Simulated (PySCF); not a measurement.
PySCF input file for C2H9NSi, SMILES CN(C)[SiH3], KT2/pcSseg-1. Coordinates come from a B3LYP-D3(BJ)/def2-SVP optimisation.

```python
import numpy as np
from pyscf import gto, scf, dft
from pyscf.prop.nmr import rks as nmr

mol = gto.M(
    atom='''
    Si    1.35450659    0.01101020    0.00000000
    N    -0.37764178   -0.14754356    0.00000000
    C    -1.14718995    0.02888190   -1.21482610
    H    -0.53114650   -0.18853911   -2.10123744
    H    -2.01181346   -0.66161935   -1.23367506
    H    -1.54930686    1.05794282   -1.32885792
    C    -1.14718997    0.02888190    1.21482609
    H    -2.01181347   -0.66161935    1.23367504
    H    -0.53114651   -0.18853911    2.10123743
    H    -1.54930687    1.05794282    1.32885791
    H     1.87506557    1.42077488    0.00000001
    H     1.87807389   -0.65213211   -1.22918515
    H     1.87807388   -0.65213211    1.22918516
    ''',
    basis='pcSseg-1',
    charge=0,
    spin=0,
    max_memory=1600,
    verbose=3,
)
mf = dft.RKS(mol, xc='kt2')
mf.grids.level = 3
mf.conv_tol = 1e-10
mf.max_cycle = 100
mf.kernel()
n = nmr.NMR(mf)
n.verbose = 2
n.max_cycle_cphf = 60
sigma = n.kernel()
print('atom   isotropic/ppm   span/ppm')
for i, s in enumerate(sigma):
    w = np.linalg.eigvalsh((s + s.T) / 2)
    print(f'{mol.atom_symbol(i):2s}{i + 1:3d} {w.mean():14.3f} {w[2] - w[0]:11.3f}')
```

It prints:

```
converged SCF energy = -430.624218618045
atom   isotropic/ppm   span/ppm
Si  1        404.714     156.903
N   2        248.261      63.060
C   3        140.226      67.920
H   4         28.389      10.032
H   5         28.709      10.410
H   6         28.667      10.380
C   7        140.226      67.920
H   8         28.709      10.410
H   9         28.389      10.032
H  10         28.667      10.380
H  11         26.348       9.036
H  12         26.519       7.848
H  13         26.519       7.848
```

The run converged.

Cost: around 22 core-seconds (rough).
